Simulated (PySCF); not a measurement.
Vertical excitations of a molecule C₃H₇BN₂ from TDA-PBE/def2-SVPD in PySCF, as energy in eV (oscillator strength): 4.94 (0.028), 5.11 (0.000), 5.25 (0.000), 5.32 (0.000), 5.67 (0.000), 5.78 (0.001), 5.85 (0.005), 6.19 (0.006), 6.30 (0.310), 6.57 (0.018). Lowest triplet (TDA): 4.24 eV. The structure is a stationary point at PBE0-D3(BJ)/def2-SVP. The values are those of a single conformer.

Q: Which structure fits?
(A) CC#CB(N)N
(B) C#CB(N)NC
(C) C[C@H]1N=CB1N
(D) C=C=CB(N)N

A: D, C=C=CB(N)N
